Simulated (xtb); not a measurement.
Cl₆GeSi, SMILES Cl[Si](Cl)(Cl)[Ge]([Cl])([Cl])[Cl]. All values are semi-empirical tight-binding results from xtb (GFN2-xTB unless named), good for trends rather than for accurate numbers. Geometry: GFN2-xTB. This is a generated structure with no PubChem entry under its InChIKey; it may be hypothetical. One conformer was computed; it need not be the lowest.

Optimised geometry:

Bond lengths (Å): Si1–Cl2 2.000, Si1–Cl3 2.000, Si1–Cl4 2.000, Si1–Ge5 2.456, Ge5–Cl6 2.144, Ge5–Cl7 2.144, Ge5–Cl8 2.144. Angles (°): Cl2–Si1–Cl3 111.4, Cl2–Si1–Cl4 111.4, Cl2–Si1–Ge5 107.5, Cl3–Si1–Cl4 111.4, Cl3–Si1–Ge5 107.5, Cl4–Si1–Ge5 107.5, Si1–Ge5–Cl6 113.1, Si1–Ge5–Cl7 113.1, Si1–Ge5–Cl8 113.1, Cl6–Ge5–Cl7 105.6, Cl6–Ge5–Cl8 105.6, Cl7–Ge5–Cl8 105.6.

For metal compounds this method's bond lengths and energies can be far off.

Computed properties:
The point group as xtb finds it comes out as C3 and the orbital gap comes out as 4.84 eV. The zero-point energy is 5.5 kcal/mol and the G − E(el) at 298.15 K (modified RRHO) comes out as -21.7 kcal/mol.

Q: Give the atomic charges and the Wiberg bond orders between heavy atoms. (An estimate is asked for; the answer gives what the named calculation found.)

A: charges (e) Si1 0.52, Cl2 -0.11, Cl3 -0.11, Cl4 -0.11, Ge5 0.28, Cl6 -0.15, Cl7 -0.15, Cl8 -0.15. Bond orders Si1–Cl2 1.20, Si1–Cl3 1.20, Si1–Cl4 1.20, Si1–Ge5 0.51, Ge5–Cl6 1.13, Ge5–Cl7 1.13, Ge5–Cl8 1.13.
